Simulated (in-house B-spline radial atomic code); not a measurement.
Successive ionisation energies of thallium; each step leads to the configuration of the next row (after the last: [Kr] 4d10 4f5/2(6) 4f7/2(2)). Dirac energy differences include first-order Breit, QED and recoil terms. NIST's values go from ground level to ground level; the uncertainty of those that are theory runs from under 0.1 % in few-electron ions to several per cent in heavy many-electron ones. Computed with a B-spline radial code for spherical atoms: Dirac-Hartree-Fock, jj configuration that fills j = l - 1/2 first, finite nuclei.

A number in brackets counts the electrons of a j subshell.

```json
{"ion": "Tl13+", "configuration": "[Xe] 4f14", "ionisation energy (eV)": "305.1", "tabulated value (eV)": "306.9", "tabulated kind": "semi-empirical", "computed minus tabulated (eV)": "-1.8", "highest orbital": "5p3/2", "largest mean radius (bohr)": "0.94549"}
{"ion": "Tl14+", "configuration": "[Kr] 4d10 4f14 5s2 5p1/2(2) 5p3/2(3)", "ionisation energy (eV)": "328.9", "tabulated value (eV)": "340", "tabulated kind": "tabulated theory", "computed minus tabulated (eV)": "-11.1", "highest orbital": "5p3/2", "largest mean radius (bohr)": "0.93449"}
{"ion": "Tl15+", "configuration": "[Kr] 4d10 4f14 5s2 5p1/2(2) 5p3/2(2)", "ionisation energy (eV)": "353.2", "tabulated value (eV)": "366", "tabulated kind": "tabulated theory", "computed minus tabulated (eV)": "-12.8", "highest orbital": "5p3/2", "largest mean radius (bohr)": "0.92435"}
{"ion": "Tl16+", "configuration": "[Kr] 4d10 4f14 5s2 5p1/2(2) 5p3/2(1)", "ionisation energy (eV)": "?", "tabulated value (eV)": "?", "tabulated kind": "tabulated theory", "computed minus tabulated (eV)": "?", "highest orbital": "?", "largest mean radius (bohr)": "?"}
{"ion": "Tl17+", "configuration": "[Kr] 4d10 4f14 5s2 5p1/2(2)", "ionisation energy (eV)": "?", "tabulated value (eV)": "?", "tabulated kind": "tabulated theory", "computed minus tabulated (eV)": "?", "highest orbital": "?", "largest mean radius (bohr)": "?"}
{"ion": "Tl18+", "configuration": "[Kr] 4d10 4f14 5s2 5p1/2(1)", "ionisation energy (eV)": "456.4", "tabulated value (eV)": "467", "tabulated kind": "tabulated theory", "computed minus tabulated (eV)": "-10.6", "highest orbital": "5p1/2", "largest mean radius (bohr)": "0.84123"}
{"ion": "Tl19+", "configuration": "[Kr] 4d10 4f14 5s2", "ionisation energy (eV)": "553.9", "tabulated value (eV)": "520", "tabulated kind": "tabulated theory", "computed minus tabulated (eV)": "33.9", "highest orbital": "5s1/2", "largest mean radius (bohr)": "0.80374"}
{"ion": "Tl20+", "configuration": "[Kr] 4d10 4f5/2(6) 4f7/2(7) 5s2", "ionisation energy (eV)": "557.3", "tabulated value (eV)": "570", "tabulated kind": "tabulated theory", "computed minus tabulated (eV)": "-12.7", "highest orbital": "5s1/2", "largest mean radius (bohr)": "0.79219"}
{"ion": "Tl21+", "configuration": "[Kr] 4d10 4f5/2(6) 4f7/2(7) 5s1", "ionisation energy (eV)": "?", "tabulated value (eV)": "?", "tabulated kind": "tabulated theory", "computed minus tabulated (eV)": "?", "highest orbital": "?", "largest mean radius (bohr)": "?"}
{"ion": "Tl22+", "configuration": "[Kr] 4d10 4f5/2(6) 4f7/2(7)", "ionisation energy (eV)": "668.0", "tabulated value (eV)": "640", "tabulated kind": "tabulated theory", "computed minus tabulated (eV)": "28.0", "highest orbital": "4f7/2", "largest mean radius (bohr)": "0.43621"}
{"ion": "Tl23+", "configuration": "[Kr] 4d10 4f5/2(6) 4f7/2(6)", "ionisation energy (eV)": "716.1", "tabulated value (eV)": "700", "tabulated kind": "tabulated theory", "computed minus tabulated (eV)": "16.1", "highest orbital": "4f7/2", "largest mean radius (bohr)": "0.4296"}
{"ion": "Tl24+", "configuration": "[Kr] 4d10 4f5/2(6) 4f7/2(5)", "ionisation energy (eV)": "765.3", "tabulated value (eV)": "760", "tabulated kind": "tabulated theory", "computed minus tabulated (eV)": "5.3", "highest orbital": "4f7/2", "largest mean radius (bohr)": "0.42617"}
{"ion": "Tl25+", "configuration": "[Kr] 4d10 4f5/2(6) 4f7/2(4)", "ionisation energy (eV)": "815.7", "tabulated value (eV)": "820", "tabulated kind": "tabulated theory", "computed minus tabulated (eV)": "-4.3", "highest orbital": "4f7/2", "largest mean radius (bohr)": "0.42303"}
{"ion": "Tl26+", "configuration": "[Kr] 4d10 4f5/2(6) 4f7/2(3)", "ionisation energy (eV)": "867.2", "tabulated value (eV)": "880", "tabulated kind": "tabulated theory", "computed minus tabulated (eV)": "-12.8", "highest orbital": "4f7/2", "largest mean radius (bohr)": "0.4199"}
```

(1) Fill in the row of Tl16+.

(2) Fill in the row of Tl17+.

(3) Fill in the row of Tl21+.

## Answers

(1) ionisation energy (eV): 377.9; tabulated value (eV): 392; computed minus tabulated (eV): -14.1; highest orbital: 5p3/2; largest mean radius (bohr): 0.91459.

(2) ionisation energy (eV): 428.5; tabulated value (eV): 439; computed minus tabulated (eV): -10.5; highest orbital: 5p1/2; largest mean radius (bohr): 0.85026.

(3) ionisation energy (eV): 587.4; tabulated value (eV): 600; computed minus tabulated (eV): -12.6; highest orbital: 5s1/2; largest mean radius (bohr): 0.78525.
